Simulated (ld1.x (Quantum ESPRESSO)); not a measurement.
Logarithmic derivatives: Mn (Z = 25), TM

- Element: Mn (Z = 25)
- Generator: ld1.x (Quantum ESPRESSO) 7.5
- Type: norm-conserving Troullier–Martins (Kleinman–Bylander form)
- Functional: PBE
- Relativity: scalar-relativistic
- Frozen core: [Ar]
- Valence charge: 7
- Reference configuration: 3d5 4s2 4p0
- Partial waves: 4p (bound, empty): rc 2.90 bohr; 3d (bound): rc 1.50 bohr; 4s (bound): rc 2.35 bohr
- Local potential: the s channel
- Core correction: Bessel-smoothed model core, default radius (core density twice the valence density)

The phase is arctan(r·u′/u) with u = r·R(r), unwrapped; energies in Ry, scanned from -2 to 5 Ry. A pole is an energy at which the radial function vanishes at the test radius. The pseudo phase is shifted by a multiple of π to meet the all-electron one at the reference energy, and phase errors are pseudo minus all-electron; the curves can meet again beyond the range given. Levels narrower than the energy grid can be missing from the lists of poles.

Task: For each channel, where are the poles, and over which energies does the pseudopotential scatter like the atom?

Result:

```
channel  radius (bohr)  reference energy (Ry)  poles, all-electron  poles, pseudo  unbroken range about the reference energy with phases within 0.05 rad  phase error 1 Ry above the reference energy (rad)
      s           3.16                  -0.38                 0.56     0.55, 4.70                                                              below 1.8                                             -0.005
      p           3.16                  -0.10                 1.32           1.30                                                              below 3.0                                             -0.004
      d           3.16                  -0.50          -0.44, 2.69    -0.44, 3.35                                                              below 0.4                                             +0.072
```

Phases in the p channel:

| E (Ry) | all-electron | pseudo |
| --- | --- | --- |
| -2.00 | 1.323 | 1.322 |
| -1.76 | 1.302 | 1.302 |
| -1.52 | 1.276 | 1.276 |
| -1.28 | 1.242 | 1.241 |
| -1.04 | 1.193 | 1.192 |
| -0.80 | 1.119 | 1.118 |
| -0.56 | 0.993 | 0.992 |
| -0.32 | 0.738 | 0.737 |
| -0.08 | 0.140 | 0.140 |
| 0.16 | -0.707 | -0.709 |
| 0.40 | -1.153 | -1.155 |
| 0.64 | -1.350 | -1.353 |
| 0.88 | -1.458 | -1.461 |
| 1.12 | -1.527 | -1.531 |
| 1.36 | -1.579 | -1.583 |
| 1.60 | -1.621 | -1.627 |
| 1.84 | -1.660 | -1.668 |
| 2.08 | -1.700 | -1.709 |
| 2.32 | -1.744 | -1.757 |
| 2.56 | -1.797 | -1.816 |
| 2.80 | -1.871 | -1.901 |
| 3.04 | -1.988 | -2.041 |
| 3.28 | -2.205 | -2.316 |
| 3.52 | -2.694 | -2.931 |
| 3.76 | -3.534 | -3.736 |
| 4.00 | -4.078 | -4.159 |
| 4.24 | -4.316 | -4.351 |
| 4.48 | -4.438 | -4.455 |
| 4.72 | -4.511 | -4.520 |
| 4.96 | -4.560 | -4.565 |
